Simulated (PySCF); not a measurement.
Geometries of 2 isomers of C4H7FO2, from PySCF, PBE0-D3(BJ)/def2-SVP geometry optimisation, gas phase. One conformer each, no zero-point energy, no frequencies.

Task: Which is lower in electronic energy at this level?
A.
```xyz
14
angstrom
C     -2.067    0.881    0.113
C     -1.020   -0.081   -0.366
F     -1.145   -0.259   -1.726
O      0.231    0.443   -0.087
C      1.274   -0.428   -0.306
C      2.403   -0.366    0.607
O      1.459   -1.427    0.651
H     -1.909    1.855   -0.371
H     -3.067    0.507   -0.142
H     -1.994    1.007    1.202
H     -1.121   -1.083    0.091
H      1.381   -0.749   -1.351
H      2.346    0.349    1.436
H      3.410   -0.635    0.266
```
B.
```xyz
14
angstrom
F      0.694   -0.531    2.017
C      0.807    0.428    1.036
C      1.346   -0.223   -0.228
O      0.397   -1.049   -0.842
C     -0.799   -0.354   -1.089
C     -1.360    0.186    0.207
O     -0.410    1.035    0.832
H      1.495    1.208    1.404
H      2.219   -0.843    0.020
H      1.672    0.587   -0.913
H     -1.500   -1.059   -1.559
H     -0.621    0.485   -1.795
H     -1.616   -0.649    0.882
H     -2.260    0.793    0.036
```

Result: B. That is `F[C@H]1COCCO1`, 15.2 kcal/mol below the other.

```tsv
SMILES	atoms numbered as above	E (Eh)	relative (kcal/mol)	relative (kJ/mol)	dipole (D)
F[C@H]1COCCO1	[F:1][C@H:2]1[CH2:3][O:4][CH2:5][CH2:6][O:7]1	-406.17437	0.0	0.0	1.71
C[C@@H](F)O[C@H]1CO1	[CH3:1][C@@H:2]([F:3])[O:4][C@H:5]1[CH2:6][O:7]1	-406.15020	15.2	63.5	1.04
```

As drawn, the higher has a three-membered ring, which the lower lacks.
